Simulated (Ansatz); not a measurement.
Ga8As9H24⁺, a nanocrystal cut from zinc blende GaAs (hydrogen-capped), 41 atoms. Hardware: 11 threads of AMD EPYC 7R13 on a shared host and a whole NVIDIA H100 80GB HBM3.

The 6-31G sets use Cartesian d functions. Correlated methods freeze 153 core orbitals; core or outer-core shells of Ga, As are correlated, in sets that lack core-valence functions. Single mean-field runs in 6-31G, def2-SVP, def2-TZVP are fitted with def2-universal-jkfit.

(1) How many basis functions does each of these Ansatz runs have, and roughly what does it cost? PBE0-D4/def2-TZVP, charge 1 singlet, energy, from earlier orbitals; r2SCAN-D4/def2-TZVP, charge 1 singlet, energy and forces, from earlier orbitals; PBE0-D4/def2-SVP, charge 1 singlet, energy, from earlier orbitals; RPA@PBE/def2-TZVP, charge 1 singlet, energy, from earlier orbitals; PBE-D4/def2-TZVP, charge 0 doublet at the geometry of the charge 1 singlet, energy, from earlier orbitals; PBE-D4/def2-TZVP, charge 1 singlet, energy and forces, from earlier orbitals; B3LYP-D4/6-31G, charge 1 singlet, energy; PBE-D4/def2-SVP, charge 1 singlet, relaxation, 26 steps; LC-ωPBE/def2-TZVP, charge 1 singlet, energy, from earlier orbitals; LC-ωPBE/def2-TZVP, charge 2 doublet at the geometry of the charge 1 singlet, energy, from earlier orbitals; PBE0-D4/def2-TZVP, charge 0 doublet at the geometry of the charge 1 singlet, energy; PBE-D4/def2-TZVP, charge 1 triplet at the geometry of the charge 1 singlet, energy, from earlier orbitals.

## Answers

(1) Other jobs shared the machine, so times can vary by a factor of up to 3. A dash marks memory too small to be measured apart from the calling script's.

```tsv
run	functions	fitting or Cholesky vectors	wall time	peak host memory (GiB)
B3LYP-D4/6-31G, charge 1 singlet, energy	541	4954	3.7 s	–
PBE0-D4/def2-SVP, charge 1 singlet, energy, from earlier orbitals	664	4954	5 s	–
PBE-D4/def2-TZVP, charge 1 singlet, energy and forces, from earlier orbitals	960	4954	6 s	–
r2SCAN-D4/def2-TZVP, charge 1 singlet, energy and forces, from earlier orbitals	960	4954	6.5 s	–
PBE0-D4/def2-TZVP, charge 1 singlet, energy, from earlier orbitals	960	4954	8 s	–
LC-ωPBE/def2-TZVP, charge 1 singlet, energy, from earlier orbitals	960	4954	8.5 s	–
PBE-D4/def2-TZVP, charge 0 doublet at the geometry of the charge 1 singlet, energy, from earlier orbitals	960	4954	11 s	1.7
PBE-D4/def2-TZVP, charge 1 triplet at the geometry of the charge 1 singlet, energy, from earlier orbitals	960	4954	14 s	1.7
RPA@PBE/def2-TZVP, charge 1 singlet, energy, from earlier orbitals	960	6764	14 s	12
LC-ωPBE/def2-TZVP, charge 2 doublet at the geometry of the charge 1 singlet, energy, from earlier orbitals	960	4954	23 s	1.8
PBE0-D4/def2-TZVP, charge 0 doublet at the geometry of the charge 1 singlet, energy	960	4954	26 s	1.8
PBE-D4/def2-SVP, charge 1 singlet, relaxation, 26 steps	664	4954	63 s	–
```
